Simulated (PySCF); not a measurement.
## Choosing a basis for TDDFT

Species: 1,1,1,2-tetrafluorochloroethane, C₂HClF₄.
Atom-mapped SMILES: `[F:1][C@H:2]([Cl:3])[C:4]([F:5])([F:6])[F:7]` (hydrogens: H8 on C2)

TDDFT with PBE0 (PySCF), vertical singlets, core orbitals frozen in the response, spherical d and f functions. Isolated species at its PBE0-D3(BJ)/def2-SVP geometry, gas phase.

Question: How do the low singlets change with the basis? Take 6-31G*, def2-SVP, 6-31+G*, def2-SVPD, aug-cc-pVDZ, def2-TZVP and def2-TZVPD.

Answer: 

```
      basis  functions  diffuse  S1 (eV)  S2 (eV)  S3 (eV)  S4 (eV)  S5 (eV)  LUMO (eV)  α (au)
     6-31G*        104       no     7.81     8.20     9.63     9.84    10.09       0.41    31.8
   def2-SVP        107       no     8.09     8.48     9.56    10.00    10.09       0.68    30.2
    6-31+G*        132      yes     7.61     7.98     8.57     8.99     9.18      -0.20    38.8
  def2-SVPD        167      yes     7.61     8.00     8.81     9.23     9.35      -0.19    42.9
aug-cc-pVDZ        174      yes     7.59     7.98     8.32     8.73     9.05      -0.21    42.9
  def2-TZVP        229       no     7.67     8.06     9.17     9.63     9.75       0.12    38.4
 def2-TZVPD        289      yes     7.47     7.86     8.46     8.87     9.07      -0.24    43.8
```

States are compared by their number. Against the largest diffuse basis here (def2-TZVPD, itself not a converged limit), sets without diffuse functions differ by up to 0.62 eV in S1 and 1.02 eV in S5; the smaller diffuse sets differ by up to 0.14 and 0.28 eV. State by state, the largest deviation of a set without diffuse functions is S1 0.62, S2 0.61, S3 1.17, S4 1.13, S5 1.02 eV. The same number needn't mean the same state in each row. Against def2-TZVPD the polarisability deviates by -27% in 6-31G*, -31% in def2-SVP, -11% in 6-31+G*, -2% in def2-SVPD, -2% in aug-cc-pVDZ, -12% in def2-TZVP. A single + in a Pople set puts diffuse functions on heavy atoms only.
